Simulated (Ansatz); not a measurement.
CH5BGeO2 (`[BH2][GeH]1[O]C[O]1`), relaxed with RKS PBE-D4/def2-SVP in the Gaussian-basis code of Ansatz from a rough embedded geometry. The force threshold is 0.03 eV/Å; the program also tests the step.

Total charge 0; spin multiplicity 1.

Start:

```xyz
10

B    -1.869    0.372   -0.692
Ge    0.058    0.661   -0.465
O     0.538    0.427    1.223
C     1.314   -0.728    0.837
O     1.008   -0.846   -0.517
H    -2.432   -0.591   -0.188
H    -2.528    1.057   -1.415
H     0.787    1.854   -1.198
H     2.321   -0.614    1.030
H     0.803   -1.593    1.385
```

(1) How much energy does the relaxation release, and in how many steps? (Estimate.)

(2) Which bonds change most? (An estimate is asked.)

(3) Give the relaxed structure. (Estimate.)

Answers

(1) Computed: 0.62 eV, in 25 steps, 5 of them rejected.

(2) Computed: B1–Ge2 from 1.962 to 2.057 Å; C4–H9 from 1.032 to 1.121 Å; Ge2–O3 from 1.770 to 1.845 Å; Ge2–O5 from 1.782 to 1.845 Å.

(3) Computed: 
```xyz
10

B    -1.965    0.353   -0.804
Ge    0.072    0.549   -0.600
O     0.638    0.622    1.154
C     1.282   -0.642    0.983
O     0.959   -1.049   -0.347
H    -2.422   -0.507   -1.528
H    -2.708    1.059   -0.154
H     0.846    1.537   -1.539
H     2.391   -0.537    1.104
H     0.907   -1.385    1.731
```
